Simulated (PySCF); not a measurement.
These 2 structures share the formula C4H11BF3P. Computed with PBE0-D3(BJ)/def2-SVP geometry optimisation, gas phase in PySCF. One conformer each; no zero-point energy, no entropy. No frequencies were run at this level. Point groups hold within 0.08 Å.

**Question.** Rank from lowest to highest electronic energy at this level (kcal/mol).
A. `[BH3-:1][P@H+:2]([CH3:3])[CH2:4][CH2:5][C:6]([F:7])([F:8])[F:9]` with B1–P2–C4–C5 -55°, P2–C4–C5–C6 177°
B. `[BH3-:1][P@H+:2]([CH2:3][CH3:4])[CH2:5][C:6]([F:7])([F:8])[F:9]` with B1–P2–C3–C4 180°, B1–P2–C5–C6 -138°

**Answer.** A (0.0), B (4.2).

| SMILES | E (Eh) | E rel (kcal/mol) | dipole (D) | point group | A, B, C (MHz) |
| --- | --- | --- | --- | --- | --- |
| [BH3-][P@H+](C)CCC(F)(F)F | -823.70815 | 0.0 | 4.46 | C1 | 2672, 580.9, 538.6 |
| [BH3-][P@H+](CC)CC(F)(F)F | -823.70149 | 4.2 | 3.99 | C1 | 1804, 924.8, 709.5 |

**Question.** How do the relative energies change in single points at PBE0/pcSseg-1 (no added dispersion term) on the same geometries?

**Answer.** 
```tsv
SMILES	PBE0-D3(BJ)/def2-SVP (kcal/mol)	PBE0/pcSseg-1 (kcal/mol)	shift
[BH3-][P@H+](C)CCC(F)(F)F	0.0	0.0	0.0
[BH3-][P@H+](CC)CC(F)(F)F	4.2	4.8	+0.6
```

Each column counts from its own lowest isomer. The order is unchanged; the largest shift is 0.6 kcal/mol.

**Question.** As an exercise, what shares would exp(−E/RT) give at 1000 K from these electronic energies alone (no entropy, no degeneracies)?

**Answer.** RT = 1.987 kcal/mol: [BH3-][P@H+](C)CCC(F)(F)F 89.1 %, [BH3-][P@H+](CC)CC(F)(F)F 10.9 %.
